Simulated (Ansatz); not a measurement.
Total energies of `[NH2][In]([SH])[Br]`.

```xyz
7

N    -0.1898   -0.3310   -1.6925
In   -0.1157    0.1084    0.2631
S     1.2667   -0.9647    1.8562
Br   -1.7554    1.7509    1.1017
H     0.6584   -0.6800   -2.1157
H    -0.5927    0.3827   -2.2832
H     0.7284   -0.2663    2.8704
```

Charge 0, multiplicity 1. Correlated methods include outer-core shells of Br, In, which these sets cover unevenly. Scalar relativity is left out up to krypton. In: def2 effective core potential. The geometry is a stationary point of PBE0-D4/def2-TZVP. It is one conformer, not always the lowest. Basis def2-TZVPP, Ansatz.

RPA on PBE orbitals: Hartree–Fock energy of these orbitals -3215.44017 Eh, correlation -1.43767 Eh (frozen core).

```
             functional                                       kind  energy without D4 (Eh)  D4 term (kJ/mol)
            LDA (SPW92)                                        LDA             -3213.47596                 –
                    PBE                                        GGA             -3218.55844             -16.9
                 revPBE                                        GGA             -3218.92025             -37.3
                   BLYP                                        GGA             -3219.14009             -34.5
                 r2SCAN                                   meta-GGA             -3219.18308              -4.0
                 B97M-V                         meta-GGA with VV10             -3218.61044                 –
                   PBE0         global hybrid, 25 % exact exchange             -3218.68278             -14.8
                  B3LYP                        global hybrid, 20 %             -3219.29594             -27.6
                r2SCANh                      meta-GGA hybrid, 10 %             -3219.16345              -4.5
                r2SCAN0                      meta-GGA hybrid, 25 %             -3219.13557              -5.0
HSE06 (plane-wave form)                            screened hybrid             -3218.67586             -14.2
                  BHLYP                        global hybrid, 50 %             -3219.05907             -27.0
              CAM-B3LYP                     range-separated hybrid             -3219.27138             -15.7
                LC-ωPBE                long-range corrected hybrid             -3218.70941                 –
                ωB97X-V       range-separated hybrid GGA with VV10             -3218.84787                 –
                ωB97M-V  range-separated hybrid meta-GGA with VV10             -3218.94308                 –
                 B2PLYP                              double hybrid             -3218.41641                 –
               PBE-QIDH                              double hybrid             -3218.07870                 –
```

B3LYP takes the VWN-RPA correlation (the form of Gaussian; ORCA's B3LYP/G). HSE06 is the plane-wave form, built on full-range PBE exchange. The double hybrids freeze the cores in their second-order part.

LC-ωPBE has ω = 0.4 bohr⁻¹.
